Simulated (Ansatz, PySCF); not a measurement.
This PySCF input computes a B3LYP/def2-TZVPD energy:

```python
from pyscf import gto, scf, dft

mol = gto.M(
    atom='''
    B     0.11337301   -1.19708641   -0.00663803
    C    -1.03482468   -1.94710446    0.70317632
    Br    0.27324287    0.68734507   -0.19848799
    H    -0.79660935   -1.95174271    1.77564455
    H    -1.12218777   -2.98892178    0.39264573
    H    -2.00262007   -1.44835402    0.59292161
    ''',
    basis='def2-tzvpd',
    charge=0,
    spin=1,
    verbose=4,
)

mf = dft.UKS(mol, xc='b3lyp').density_fit(auxbasis='def2-universal-jkfit')
mf.grids.level = 3
mf.conv_tol = 1e-9
mf.max_cycle = 100
mf.max_memory = 1500
mf.kernel()
if not mf.converged:
    mf = mf.newton()
    mf.kernel(mf.make_rdm1())
for _ in range(2):
    mo, _, stable, _ = mf.stability(return_status=True)
    if stable:
        break
    mf.kernel(mf.make_rdm1(mo, mf.mo_occ))
mf.analyze()
```

Task: Write an input for the same energy in Ansatz (a first-principles code) and say what it gives.

Result: 
Ansatz 0.2 input:
```yaml
crystal:
  periodic: [false, false, false]
  atoms:
    - {symbol: B, position_ang: [0.11337301, -1.19708641, -0.00663803]}
    - {symbol: C, position_ang: [-1.03482468, -1.94710446, 0.70317632]}
    - {symbol: Br, position_ang: [0.27324287, 0.68734507, -0.19848799]}
    - {symbol: H, position_ang: [-0.79660935, -1.95174271, 1.77564455]}
    - {symbol: H, position_ang: [-1.12218777, -2.98892178, 0.39264573]}
    - {symbol: H, position_ang: [-2.00262007, -1.44835402, 0.59292161]}
basis:
  gaussian:
    orbitals: def2-TZVPD
hamiltonian:
  xc: {name: B3LYP}
magnetization: {spin_polarized: true, initial_magnetization: 1}
output: {forces: true}
```
It gives -2638.93788 Eh, and PySCF -2638.93794 Eh, a difference of 0.06 mEh, from the treatment of integrals and grids.

It need not be the lowest isomer of its formula.
